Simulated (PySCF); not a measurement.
`C(C(=C=CC)C)#N`, C₆H₇N

Molfile (atoms numbered from 1):
```
C6H7N
     RDKit          3D

 14 13  0  0  0  0  0  0  0  0999 V2000
    2.2557   -0.3603    0.3659 C   0  0  0  0  0  0  0  0  0  0  0  0
    1.0903   -0.4052   -0.5760 C   0  0  0  0  0  0  0  0  0  0  0  0
   -0.1463   -0.1167   -0.2687 C   0  0  0  0  0  0  0  0  0  0  0  0
   -1.3960    0.1729    0.0489 C   0  0  0  0  0  0  0  0  0  0  0  0
   -2.3961   -0.8391    0.5502 C   0  0  0  0  0  0  0  0  0  0  0  0
   -1.8440    1.5308   -0.0894 C   0  0  0  0  0  0  0  0  0  0  0  0
   -2.2402    2.6167   -0.1874 N   0  0  0  0  0  0  0  0  0  0  0  0
    2.7406   -1.3476    0.4271 H   0  0  0  0  0  0  0  0  0  0  0  0
    1.9490   -0.0566    1.3755 H   0  0  0  0  0  0  0  0  0  0  0  0
    3.0140    0.3511    0.0022 H   0  0  0  0  0  0  0  0  0  0  0  0
    1.2944   -0.6994   -1.6153 H   0  0  0  0  0  0  0  0  0  0  0  0
   -2.7634   -0.5571    1.5489 H   0  0  0  0  0  0  0  0  0  0  0  0
   -1.9361   -1.8336    0.6086 H   0  0  0  0  0  0  0  0  0  0  0  0
   -3.2660   -0.8880   -0.1226 H   0  0  0  0  0  0  0  0  0  0  0  0
  1  2  1  0
  2  3  2  0
  3  4  2  0
  4  5  1  0
  4  6  1  0
  6  7  3  0
  1  8  1  0
  1  9  1  0
  1 10  1  0
  2 11  1  0
  5 12  1  0
  5 13  1  0
  5 14  1  0
M  END
```

Method used: quadratic response CAM-B3LYP/def2-TZVPD first hyperpolarisability, Taylor convention, gas phase in PySCF. Geometry: PBE0-D3(BJ)/def2-SVP.

Task: Give the tensor of the static β(0;0,0) in the axes of these coordinates.

Result: In au, Taylor convention; rows are the first index (the induced dipole):
|  | xx | yy | zz | xy | xz | yz |
| --- | --- | --- | --- | --- | --- | --- |
| x | -42.8 | +13.6 | -14.3 | -0.4 | +30.0 | -4.5 |
| y | -0.4 | -0.1 | +11.5 | +13.6 | -4.5 | +6.6 |
| z | +30.0 | +6.6 | -10.3 | -4.5 | -14.3 | +11.5 |

Norm of βᵢ = ⅓ Σⱼ (βᵢⱼⱼ + βⱼᵢⱼ + βⱼⱼᵢ): 52.0 au, hyper-Rayleigh value 28.6 au.
